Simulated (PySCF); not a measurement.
Delta-SCF ions had no search for a lower state. Excitations are Tamm–Dancoff values on a coarser integration grid. The basis has no diffuse functions, so Rydberg states are missing or too high.

Cartesian coordinates (Å):
```xyz
26

N      6.0114    -0.8968     2.5314
C      6.0324    -0.2124     1.5949
Ge     5.9860     0.9215     0.0334
Ge     3.6741     1.1848    -0.6505
Ge     3.5108     2.6275    -2.5951
Ge     1.2101     2.8423    -3.3354
Ge     1.0303     4.2718    -5.2871
Ge    -1.2512     4.3891    -6.1042
Ge    -1.4124     5.7654    -8.0926
N     -3.1925     5.8662    -8.5609
H      6.8467     0.2170    -1.0252
H      6.6423     2.2445     0.4535
H      2.8917     1.7824     0.5332
H      3.1103    -0.2128    -0.9658
H      4.0877     4.0119    -2.2352
H      4.3768     2.0342    -3.7253
H      0.3692     3.4186    -2.1781
H      0.6677     1.4355    -3.6603
H      1.5357     5.6814    -4.9157
H      1.9569     3.7182    -6.3898
H     -2.1355     4.9752    -4.9826
H     -1.7479     2.9596    -6.3965
H     -0.7330     7.1336    -7.8160
H     -0.6836     5.0963    -9.2734
H     -3.7824     6.2821    -7.8442
H     -3.3613     6.3605    -9.4344
```
Charge 0, spin multiplicity 1.

Problem. Give the S1 excitation (TDA), vertical ionisation energy (Delta-SCF), LUMO, brightest of the four lowest singlets (TDA) and T1 excitation (TDA) at the level PBE0-D4/def2-TZVP // PBE0-D3(BJ)/def2-SVP run with PySCF.

Solution. 
* **S1 excitation (TDA)**: 5.23 eV
* **vertical ionisation energy (Delta-SCF)**: 8.46 eV
* **LUMO**: -1.36 eV
* **brightest of the four lowest singlets (TDA)**: 5.23 eV
* **T1 excitation (TDA)**: 4.54 eV
